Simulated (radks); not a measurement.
Sc9+, 12 electrons, occupied as [Ne] 3s2.

Method: scalar-relativistic Kohn-Sham, r2SCAN, spin-polarised, spherical densities, finite nucleus; meta-GGA in the generalised Kohn-Sham scheme; Fermi nuclear charge, rms radius 3.5459 fm; computed with a radial shooting solver on a logarithmic mesh with Libxc functionals.

Energy parts (hartree):
total: -734.97696
kinetic: 741.04478
electron-nucleus: -1654.14470
Hartree: 211.65055
exchange-correlation: -33.52759

Orbitals (lengths in bohr, moments of r in powers of bohr):
| orbital | occ. | eigenvalue (hartree) | <1/r> |
|---|---|---|---|
| 1s | 2 | -169.9678 | 20.77 |
| 2s | 2 | -24.90013 | 4.353 |
| 2p | 6 | -21.69915 | 4.244 |
| 3s | 2 | -7.90215 | 1.525 |

The highest occupied level is 3s at -215.03 eV. Summed over all electrons, <r^2> = 2.928 bohr^2, which gives a Langevin (diamagnetic) susceptibility term of -2.32 x 10^-6 cm^3/mol.
